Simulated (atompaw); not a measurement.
**u(r) = r·R(r): atom against pseudo-atom (Zr (Z = 40))**

Columns: radius, all-electron u(r) and pseudo u(r) of the 5p shell (level -11.67 eV) of zirconium in the configuration [Ar] 3d10 4s2 4p6 4d2 5s0 5p0; PBE, scalar-relativistic, PAW (atompaw) scheme, atompaw 4.2.0.5.

```tsv
r (bohr)	all-electron	pseudo
0.083	-0.1109	-0.0032
0.165	-0.0078	-0.0124
0.248	0.1255	-0.0273
0.331	0.1728	-0.0471
0.413	0.1400	-0.0701
0.496	0.0612	-0.0957
0.579	-0.0327	-0.1220
0.662	-0.1218	-0.1474
0.744	-0.1944	-0.1699
0.827	-0.2480	-0.1886
0.910	-0.2808	-0.2018
0.992	-0.2939	-0.2083
1.075	-0.2901	-0.2074
1.158	-0.2716	-0.1984
1.240	-0.2419	-0.1815
1.323	-0.2029	-0.1565
1.406	-0.1574	-0.1241
1.488	-0.1080	-0.0859
1.571	-0.0554	-0.0419
1.654	-0.0015	0.0058
1.737	0.0524	0.0558
1.819	0.1048	0.1061
1.902	0.1562	0.1566
1.985	0.2055	0.2056
2.067	0.2517	0.2517
2.150	0.2955	0.2955
```

Q: How many radial nodes do the two functions have?

A: The all-electron 5p function has n − l − 1 = 3; the pseudo-wave has 1, since 1 lower shell of the same l stays in the valence.

Q: Is the pseudo-wave norm-conserving?

A: No, it belongs to a PAW set: the norm inside the radius is not constrained, and the difference is carried by the augmentation charge.
